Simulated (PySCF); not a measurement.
Isomers of C2H7BrSi, mass 137.950 u with the commonest isotopes. Theory: PySCF, PBE0-D3(BJ)/def2-SVP geometry optimisation, gas phase. One conformer each, none proved a minimum here; rigid rotors.

Question: Order these by rotational constant B, smallest first.
A. `[SiH3:1][CH2:2][CH2:3][Br:4]` with Si1–C2–C3–Br4 180°
B. `[CH3:1][CH2:2][SiH2:3][Br:4]` with C1–C2–Si3–Br4 179°
C. `[CH3:1][SiH2:2][CH2:3][Br:4]` with C1–Si2–C3–Br4 -179°

Answer: A (959.4 MHz), C (1168 MHz), B (1257 MHz).

Question: Order these by dipole moment, smallest first.
A. `[CH3:1][SiH2:2][CH2:3][Br:4]` with C1–Si2–C3–Br4 -179°
B. `[SiH3:1][CH2:2][CH2:3][Br:4]` with Si1–C2–C3–Br4 180°
C. `[CH3:1][CH2:2][SiH2:3][Br:4]` with C1–C2–Si3–Br4 179°

Answer: B (1.51 D), C (2.10 D), A (2.38 D).

Question: Order these by radius of gyration √(Σ m r²/M), largest first.
A. `[SiH3:1][CH2:2][CH2:3][Br:4]` with Si1–C2–C3–Br4 180°
B. `[CH3:1][CH2:2][SiH2:3][Br:4]` with C1–C2–Si3–Br4 179°
C. `[CH3:1][SiH2:2][CH2:3][Br:4]` with C1–Si2–C3–Br4 -179°

Answer: A (1.985 Å), C (1.824 Å), B (1.773 Å).

```csv
SMILES,point group,Ia (u·Å²),Ib (u·Å²),Ic (u·Å²),κ,μa (D),μb (D),μc (D)
CC[SiH2]Br,–,37.65,402.07,427.42,-0.99,2.10,0.13,0.01
C[SiH2]CBr,–,32.51,432.70,452.82,-0.99,2.05,1.21,0.00
[SiH3]CCBr,Cs,22.78,526.76,537.25,-1.00,1.50,0.18,0.00
```
